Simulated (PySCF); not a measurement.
# Dipole moment and polarisability of `[SiH3]S[SiH2]Cl`

Species: ClH5SSi2.
Geometry (PBE0-D3(BJ)/def2-SVP, Å), atoms numbered from 1 in this order:
```
atom  x, y, z in Å
Si1    0.5009    0.2710   -1.6988
S2     2.1397    1.5979   -2.1762
Si3    3.6859    0.5899   -1.1106
Cl4    3.7849   -1.4054   -1.6592
H5    -0.7376    1.0760   -1.8882
H6     0.6185   -0.1802   -0.2806
H7     0.4832   -0.9106   -2.6046
H8     4.9616    1.2613   -1.4685
H9     3.4430    0.6155    0.3568
```

Level: CAM-B3LYP/def2-SVPD (PySCF), static field, nuclei fixed, core orbitals frozen in the response. The polarisability tensor in these axes (au):

```
x   99.97 -1.80  4.01
y   -1.80 88.47 -1.35
z    4.01 -1.35 75.53
```

**Question.** Diagonalise the tensor; give its mean and Δα, where Δα² is half the sum of the squared differences of the eigenvalues.

**Answer.** Principal values 74.81, 88.23 and 100.93 au; mean 87.99 au = 13.04 Å³ = 14.51 × 10⁻⁴⁰ C²·m²/J; Δα = 22.63 au (26 % of the mean).

**Question.** What is the dipole moment, and where does it point?

**Answer.** (-0.50, 0.36, 0.79) D, 1.00 D in size, pointing from the negative to the positive side. Measured along this direction, the outermost atoms are Cl4 at the negative end and H6 at the positive end.

**Question.** Rayleigh depolarisation ratio (linearly polarised light, static tensor)?

**Answer.** ρ = 3Δα²/(45ᾱ² + 4Δα²) = 1536.2/(348416 + 2048.2) = 0.00438.

**Question.** Estimate the molar refractivity from the static electronic polarisability.

**Answer.** Lorentz–Lorenz: R = (4π/3)N_A α = 2.5225 cm³/(mol·Å³) × 13.04 Å³ = 32.9 cm³/mol, in the limit of long wavelengths.

**Question.** Refractivity n − 1 of an ideal gas of it at 400 K and 1 atm, from the electronic α?

**Answer.** N = p/kT = 1.8347 × 10¹⁹ cm⁻³, so n − 1 = 2π × N × 13.04 × 10⁻²⁴ cm³ = 1503 × 10⁻⁶ at long wavelengths, for an ideal gas.

**Question.** Give the principal axes and the span of the nuclei along them.

**Answer.** Largest value along (0.97, -0.16, 0.16), where the nuclei span 5.59 Å; middle along (0.17, 0.98, -0.05), 2.84 Å; least along (-0.15, 0.08, 0.99), 2.59 Å. The response follows the extents in order.

**Question.** Give the eigenvalues of the traceless quadrupole moment Θ = ½Σq(3rr − r²1), origin at the centre of nuclear charge.

**Answer.** -5.64, -1.03, 6.66 D·Å. The values depend on the origin, since the dipole doesn't vanish. The electronic extent ⟨r²⟩ about the same centre is 935 bohr², a root-mean-square distance of 1.99 Å for the 66 electrons.

Geometry: PBE0-D3(BJ)/def2-SVP, one conformer, isolated molecule.
